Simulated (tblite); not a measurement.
A tight-binding relaxation on `[Si@H]1(P[Si@@H](O)P[SiH2]P1)Cl`.

Computed with GFN2-xTB geometry optimisation, gas phase (tblite 0.8.0). Start geometry: from a force field or distance geometry. A driver script takes a list of jobs; this job's settings line and coordinates (Å) are shown.

Command:
```bash
OMP_NUM_THREADS=1 python probes_run.py task.json out
```

Input:
```
{"job": {"kind": "relax", "xc": "GFN2-xTB", "basis": "xTB"}, "charge": 0, "multiplicity": 1}
O     -3.101900    -0.196400    -0.403800
Si    -1.462500    -0.240000    -0.402400
P     -0.793000     1.832600    -0.458900
Si     1.294800     1.356600    -0.895300
P      2.288700     0.639200     0.933800
Si     1.237300    -1.258400     1.144300
Cl     1.656800    -2.556000    -0.369600
P     -0.889800    -1.066000     1.544200
H     -3.514300     0.328400     0.304400
H     -0.984800    -1.037800    -1.535600
H     -1.209400     2.124700    -1.786700
H      1.408400     0.372100    -1.990900
H      1.947500     2.610600    -1.290600
H      1.577000     1.400200     1.874700
H      1.801100    -1.886100     2.361300
H     -1.263400    -2.414700     1.318400
```

Output:
```
step      E/eV     max force
  0    -694.89458    1.561
  1    -695.04148    0.854
  2    -695.10892    0.451
  3    -695.13055    0.442
  4    -695.16854    0.339
  5    -695.18600    0.378
  6    -695.20712    0.398
  7    -695.22909    0.339
  8    -695.24770    0.366
  9    -695.25841    0.286
... (37 lines left out)
 47    -695.29836    0.020
 48    -695.29841    0.016
 49    -695.29844    0.015
 50    -695.29847    0.013
 51    -695.29850    0.018
 52    -695.29857    0.031
 53    -695.29867    0.042
 54    -695.29878    0.039
 55    -695.29886    0.022
 56    -695.29889    0.009
```

«max force» is the largest atomic force in eV/Å.

Problem. From which step on does the largest force stay under 0.1 eV/Å, and how much energy is left to gain from there?

Solution. From step 34 (0.079 eV/Å), 3.1 meV above the end.

In short: energy lowered by 9.3 kcal/mol over 56 steps; largest atomic force 0.009 eV/Å at the end.

Hardware: one thread of an Arm Neoverse V1 (shared host). Cost: 0.85 s.
Labels such as C1 count atoms from 1, the log's own numbers from 0.
